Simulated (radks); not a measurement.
Values are calculated unless marked as measured or tabulated.
Re27+, 48 electrons, occupied as [Kr] 4d10 4f2. Level of theory: scalar-relativistic Kohn-Sham, PBE, spin-unpolarised, spherical densities, point nucleus (a radial shooting solver on a logarithmic mesh with Libxc functionals). Some entries of the table are withheld. Estimate them.

| orbital | occ. | eigenvalue (hartree) | <r^2> (bohr^2) | r(max) (bohr) |
|---|---|---|---|---|
| 1s | 2 | -2666.842 | 0.0004477 | 0.01124 |
| 2s | 2 | -489.9331 | 0.006878 | 0.06452 |
| 2p | 6 | (1) | 0.005713 | 0.05304 |
| 3s | 2 | -139.1794 | 0.04430 | 0.1819 |
| 3p | 6 | (2) | 0.04505 | 0.1802 |
| 3d | 10 | -102.6127 | 0.03729 | 0.1468 |
| 4s | 2 | -52.90364 | (3) | 0.4025 |
| 4p | 6 | -46.90692 | 0.2167 | 0.4184 |
| 4d | 10 | -39.54251 | 0.2285 | 0.4192 |
| 4f | 2 | (4) | (5) | 0.3640 |

Answer. 
(1) 2p eigenvalue (hartree): -431.7093
(2) 3p eigenvalue (hartree): -122.0012
(3) 4s <r^2> (bohr^2): 0.1977
(4) 4f eigenvalue (hartree): -31.64304
(5) 4f <r^2> (bohr^2): 0.2148
